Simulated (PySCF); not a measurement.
CsCl, SMILES [Cs][Cl]. Heavy atoms are numbered as in [Cs:1][Cl:2].

Geometry: B3LYP-D3(BJ)/def2-TZVPD. The def2 effective core potentials stand for the cores of Cs; spin–orbit coupling is left out.

Level of theory: PySCF with r2SCAN/def2-TZVPD.

Mulliken values depend strongly on the basis, most of all with diffuse functions as here. ESP charges are fitted to the potential on shells at 1.4 to 2.0 van der Waals radii. Atomic charges (e), one atom of each kind:

```json
[
 {"atom": "Cs1", "Mulliken": "0.89", "ESP fit": "0.72"},
 {"atom": "Cl2", "Mulliken": "-0.89", "ESP fit": "-0.72"}
]
```
